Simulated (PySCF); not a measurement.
Species: C3H14Si3.
InChI=1S/C3H14Si3/c1-2-3(4,5)6/h2H2,1,4-6H3

Torsions of this conformer, `[CH3:1][CH2:2][C:3]([SiH3:4])([SiH3:5])[SiH3:6]`: C1–C2–C3–Si4 -62°.

The closed-shell ground state was solved at several levels (PySCF, density fitting, gas phase, non-relativistic). Isolated species at its PBE0-D3(BJ)/def2-SVP geometry, gas phase.

```csv
level,basis functions,total energy (Eh),HOMO (eV),LUMO (eV),gap (eV),dipole (D)
PBE0/6-31G,94,-990.4986,-8.20,0.58,8.78,0.90
PBE0/pcSseg-1,193,-990.6367,-8.37,0.17,8.54,1.00
PBE0/def2-TZVP,288,-990.7546,-8.29,0.09,8.38,1.05
BLYP/pcSseg-1,193,-991.0553,-7.03,-0.44,6.59,0.98
LC-wPBE/pcSseg-1,193,-990.8260,-11.00,2.33,13.33,0.96
PBE0/def2-SVP,166,-990.3265,-8.31,0.40,8.71,1.03
```

Q: Estimate the row for HF/pcSseg-1, a basis of 193 functions; the other rows only guide the guess.

A: Total energy -988.4658 Eh, HOMO -11.25 eV, LUMO 3.38 eV, gap 14.63 eV, dipole 1.00 D.

Q: Over all these levels, which gives the widest orbital gap and which the narrowest?

A: HF/pcSseg-1 (Hartree–Fock, all exact exchange) has the widest, 14.63 eV, and BLYP/pcSseg-1 (GGA) the narrowest, 6.59 eV. The two share the basis. From the narrowest to the widest the HOMO moves by -4.22 eV and the LUMO by +3.82 eV.

Q: How much does the basis alone move the frontier levels among the 4 PBE0 rows?

A: The HOMO by 0.17 eV and the LUMO by 0.49 eV. By rising basis size (HOMO, LUMO in eV): 6-31G -8.20, 0.58; def2-SVP -8.31, 0.40; pcSseg-1 -8.37, 0.17; def2-TZVP -8.29, 0.09.

Q: In the pcSseg-1 basis, how does the gap go with the fixed share of exact exchange?

A: BLYP (0 %) 6.59 eV; PBE0 (25 %) 8.54 eV; HF (100 %) 14.63 eV. Each rise in the share widens the gap here.

Q: How far do the dipole and the HOMO energy spread over the levels?

A: The dipole runs from 0.90 to 1.05 D (mean 0.99 D) and the HOMO from -11.25 to -7.03 eV.
